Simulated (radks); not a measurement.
Values are calculated unless marked as measured or tabulated.
Task: The cerium ion Ce+, configuration [Xe] 4f1 5d2. Level of theory: Dirac Kohn-Sham, XLYP, spin-unpolarised, spherical densities, finite nucleus; open shells fill j = l - 1/2 first; Fermi nuclear charge, rms radius 4.8771 fm (a radial shooting solver on a logarithmic mesh with Libxc functionals).

Spin-orbit splittings of the eigenvalues, e(l+1/2) - e(l-1/2), with zeta = 2 splitting/(2l+1) and mean radii in bohr:

shell  occ.  splitting (eV)  zeta (eV)  <r> j=l-1/2  <r> j=l+1/2
2p        6           446.8      297.9      0.08793      0.09414
3p        6           87.79      58.52       0.2681       0.2803
3d       10           18.85      7.541       0.2513       0.2552
4p        6           18.88      12.59       0.6561       0.6834
4d       10           3.307      1.323       0.7389       0.7486
4f        1          0.3293    0.09408        1.109        1.123
5p        6           2.720      1.814        1.714        1.799
5d        2               ?          ?        2.865        2.923

Estimate the 5d splitting.

Result: 0.1994 eV (zeta = 0.07976 eV).
